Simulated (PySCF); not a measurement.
From computed data to an observable: oscillator strength and radiative lifetime

C2H6GeO2, SMILES [CH3][Ge@@H]([OH])[CH]=O.

Geometry optimised at PBE-D3(BJ)/def2-SVP. The structure was generated by enumeration; whether it is a known compound was not checked. Other conformers were not sampled.

TDA-PBE/def2-SVPD (PySCF) puts the first singlet state with f over 0.02 at 5.69 eV (vertical), with the transition dipole (0.427, 0.162, 0.137) in atomic units.

Task: Find the oscillator strength, the wavelength and the radiative lifetime that this transition would have in vacuum if emission retraced absorption.

Result: 
|μ|² = 0.2273 au, so |μ| = 1.21 D. ΔE = 5.69/27.211 = 0.2091 hartree. f = (2/3) ΔE |μ|² = 0.032 (the program prints 0.032).
λ = 1239.84/5.69 = 218 nm; ν = 45893 cm⁻¹.
Einstein's coefficient A = 0.6670 ν² f s⁻¹ (ν in cm⁻¹) = 4.5e7 s⁻¹, so τ = 1/A = 22 ns. This state is S5; the lower singlets have f = 0.002, 0.009, 0.000, 0.005. The figure is the radiative limit of this one transition; relaxation, internal conversion, crossing to triplets and a medium change what is measured.
